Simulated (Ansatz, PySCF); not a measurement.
Gas-phase reaction (SMILES): Cl[Si](Cl)(Cl)Cl + [H][H] (H2) → Cl[SiH](Cl)Cl + Cl (HCl); hydrogen cleaves one Si-Cl bond, a model of a ligand-exchange step.

Structures are relaxed separately at B3LYP-D3(BJ)/def2-TZVP in Ansatz (a first-principles code). Correlated levels leave the core frozen unless marked. No spin-orbit coupling. Non-relativistic. CBS marks a two-point X^-3 extrapolation of the correlation energy; Hartree-Fock from the larger set. The bracket is a focal-point correction in the basis named. Thermal terms are rigid-rotor harmonic-oscillator values from B3LYP-D3(BJ) frequencies (Ansatz or PySCF) at 298.15 K and 1 atm. 1 Eh = 627.5095 kcal/mol.

```csv
species,"E, RI-MP2/CBS(cc-pV(T+d)Z,cc-pV(Q+d)Z)+[CCSD(T)-MP2]/cc-pV(T+d)Z (Ansatz) (Eh)","E, PBE-D3(BJ)/def2-TZVPD (Ansatz + dftd3) (Eh)",H - E (Eh),G - E (Eh)
Cl[Si](Cl)(Cl)Cl,-2128.38492,-2129.68499,0.01467,-0.02308
[H][H] (H2),-1.17529,-1.16598,0.01336,-0.00144
Cl[SiH](Cl)Cl,-1669.15580,-1670.19619,0.02027,-0.01548
Cl (HCl),-460.37804,-460.62865,0.01000,-0.01120
```

Question: Work out ΔE and ΔH, ΔG, ΔS and the equilibrium constant at 298.15 K at the first level, then ΔH at the second.

Answer: 
1. ΔE = [(-1669.15580) + (-460.37804)] - [(-2128.38492) + (-1.17529)] = 0.02637 Eh = 16.5 kcal/mol at RI-MP2/CBS(cc-pV(T+d)Z,cc-pV(Q+d)Z)+[CCSD(T)-MP2]/cc-pV(T+d)Z.
2. The terms H - E add up to 0.00224 Eh, so ΔH = (0.02637 + (0.00224))×627.5095 = 18.0 kcal/mol.
3. The terms G - E add up to -0.00216 Eh, so ΔG = 15.2 kcal/mol, and ΔS = (0.00224 - (-0.00216))×627509.5/298.15 = 9.3 cal/(mol K).
4. log10 K = -ΔG/(RT ln 10) = -11.1, with RT ln 10 = 1.3642 kcal/mol.
5. At PBE-D3(BJ)/def2-TZVPD the same steps give ΔE = 16.4 and ΔH = 17.8 kcal/mol, a shift of -0.2 from the first level.
6. These values are not checked against measurement here, since the tables used lack a sound gas-phase enthalpy of formation for at least one species.
